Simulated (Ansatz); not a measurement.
Reaction R1 + R2 → P1 + P2, each structure at its B3LYP-D3(BJ)/def2-TZVP stationary point, reached from a drawn start (curvature not checked).
R1, H4Sn (SMILES [SnH4]) (charge 0, multiplicity 1):
```xyz
5

Sn     0.0000     0.0000     0.0000
H      0.9864     0.9864     0.9864
H      0.9864    -0.9864    -0.9864
H     -0.9864     0.9864    -0.9864
H     -0.9864    -0.9864     0.9864
```
P1, H3Sn (SMILES [SnH3]) (charge 0, multiplicity 2, Z-matrix in Å and degrees):
```
Sn
H 1 1.7236
H 1 1.7236 2 109.10
H 1 1.7236 2 109.10 3 -119.11
```
R2: H atom, charge 0, multiplicity 2.
P2, H2 (SMILES [H][H]) (charge 0, multiplicity 1, Z-matrix in Å and degrees):
```
H
H 1 0.7440
```

P less R. No zero-point or thermal terms; singlets are restricted closed shells; open shells are unrestricted; no spin–orbit coupling.

Correlated levels freeze the cores. In cc and def2 sets filled d and f shells under p-block atoms count as core.

The values were computed with Ansatz (a first-principles code) with Gaussian orbitals. Each number belongs to the level named beside it. Elements past Kr take the def2 small-core potentials, without spin–orbit coupling.

Task: What reaction energy does CCSD(T)/def2-QZVPPD give?

Result: -1.30 eV

Task: What is the computed reaction energy (CCSD/def2-TZVPPD)?

Result: -1.31 eV

Task: Give the reaction energy at the level CAM-B3LYP/def2-TZVPPD.

Result: -1.27 eV
